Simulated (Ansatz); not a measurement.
Reaction (ligand exchange at a B–N bond): `BN1[SiH2][SiH]1Cl` + `C[SeH]` → `B[Se]C` + `Cl[SiH]1N[SiH2]1`

Gas-phase electronic energies from Ansatz, PBE0-D4/def2-TZVP geometries. CCSD(T)/CBS adds triple-zeta CCSD(T) − MP2 to the extrapolated MP2 energy (def2 sets, frozen cores). DFT in def2-TZVPP. B3LYP here is the variant with VWN-RPA as its local correlation; programs differ in this. For Se outer-core shells are correlated without core-valence functions, which leaves a few kJ/mol of doubt a bond. Scalar relativity is left out up to krypton.

`BN1[SiH2][SiH]1Cl`:

Cartesian coordinates in Å:
```
B 0.586 -0.953 1.348
N 0.144 -0.192 0.250
Si -0.020 -0.314 -1.513
Si -0.476 1.388 -0.154
Cl -2.357 1.818 0.525
H 0.528 -0.488 2.452
H 1.021 -2.057 1.167
H -1.063 -1.255 -1.987
H 1.246 -0.484 -2.268
H 0.393 2.537 0.181
```

`C[SeH]`:

Cartesian coordinates in Å:
```
C 0.349 -0.333 -0.257
Se -0.604 1.342 0.038
H 0.973 -0.573 0.600
H 0.981 -0.168 -1.128
H -0.350 -1.139 -0.467
H -1.348 0.871 1.213
```

`B[Se]C`:

Cartesian coordinates in Å:
```
B -0.359 0.670 1.487
Se 1.049 -0.223 0.609
C 0.310 -0.538 -1.168
H -1.382 0.896 0.917
H -0.159 0.984 2.619
H -0.700 -0.136 -1.205
H 0.298 -1.610 -1.357
H 0.942 -0.043 -1.903
```

`Cl[SiH]1N[SiH2]1`:

Cartesian coordinates in Å:
```
Cl 2.314 1.493 0.523
Si 0.732 0.678 -0.508
N 0.266 -0.917 -0.104
Si -1.136 -0.047 0.456
H 0.991 0.988 -1.932
H 0.616 -1.860 -0.125
H -2.422 -0.331 -0.234
H -1.361 -0.003 1.924
```

Q: Is it downhill or uphill in electronic energy at CCSD(T)/CBS, and by how much? (Best estimate.)

A: Computed: Uphill: ΔE = +13.1 kJ/mol.

Q: What do these levels give: r2SCAN-D4, B97M-V, B3LYP-D4, BHLYP-D4, CAM-B3LYP-D4, PBE-QIDH, revPBE, CAM-B3LYP, MP2/def2-SVP, HF/def2-TZVPP, CCSD/def2-TZVPP, HF/def2-QZVPP? (Best estimate.)

A: Computed: r2SCAN-D4 11.8, B97M-V 14.7, B3LYP-D4 23.2, BHLYP-D4 26.7, CAM-B3LYP-D4 25.2, PBE-QIDH 13.4, revPBE 9.3, CAM-B3LYP 23.5, MP2/def2-SVP 27.6, HF/def2-TZVPP 33.1, CCSD/def2-TZVPP 18.7, HF/def2-QZVPP 33.7 kJ/mol.

Largest T1 diagnostic among the species: 0.013.

Leaving LDA and LC-ωPBE aside and taking each functional with its dispersion term where it has one, the values, not all of them listed here, spread over 16.4 kJ/mol, from PBE-D4 to BHLYP-D4. At CCSD(T), def2-SVP lies +15.7 kJ/mol from the extrapolated value and def2-TZVPP +3.0 kJ/mol. From PBE to PBE0 (25 % exact exchange), in def2-TZVPP and without D4, ΔE moves by +3.0 kJ/mol.
